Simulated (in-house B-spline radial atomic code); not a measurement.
## RPBE excitations of neutral calcium

Method: RPBE. Computed with a B-spline radial code for spherical atoms: linear response of the closed shell [Ar] 4s2 with the functional's adiabatic kernel; non-relativistic, point nucleus, no spin-orbit coupling, no double excitations, S, P, D and F terms only; shells from n = 2 respond.

Command:
```bash
python run_td.py task.json out
```
Settings (radii: box in bohr, nucleus in fm):
```
Z                        20
electrons                20
configuration            [Ar] 4s2
hamiltonian              nr
method                   rpbe,pbe
box_radius               75
intervals                58
```

Time taken, with all properties: 0.3 s on 1 thread of Intel(R) Xeon(R) 6975P-C (Granite Rapids), with other jobs on the host.

The lowest states, in the order of their Tamm-Dancoff energies; the method's threshold (minus the highest occupied level) is 3.722 eV. Labels give the largest channel, * marks a mixed state, and oscillator strengths are full-response dipole values. Measured ¹D terms are left out, since they can mix with doubly excited terms. Semilocal kernels can invert the small singlet-triplet splittings of Rydberg terms. Energies in eV:

```tsv
state	full response	Tamm-Dancoff	oscillator strength	measured (J-weighted term)
4s → 3d 3D	0.958	1.156	-	2.524
4s → 4p 3P	?	?	-	?
4s → 3d 1D	?	?	-	-
4s → 4p 1P	2.900	3.049	1.79	2.933
4s → 5s 3S	3.452	3.459	-	3.910
```

**Question.** Where does 4s → 3d 1D lie?

**Answer.** At 1.676 eV in full response, 1.681 eV in Tamm-Dancoff.

**Question.** Where does 4s → 4p 3P lie?

**Answer.** At 1.343 eV in full response, 1.569 eV in Tamm-Dancoff; measured 1.892 eV.

**Question.** How large is the singlet-triplet splitting of 4s → 3d (D terms) in Tamm-Dancoff?

**Answer.** 0.525 eV, from the unrounded values.

**Question.** What polarisabilities and dispersion coefficient does the method give?

**Answer.** Dipole 167.9 bohr³, quadrupole 3951 bohr⁵, C6 2378 hartree·bohr⁶ for two such species. Recommended dipole value: 160.8 ± 4 bohr³ (Schwerdtfeger and Nagle, table of static dipole polarizabilities (2023 update)), which includes relativity and correlation.
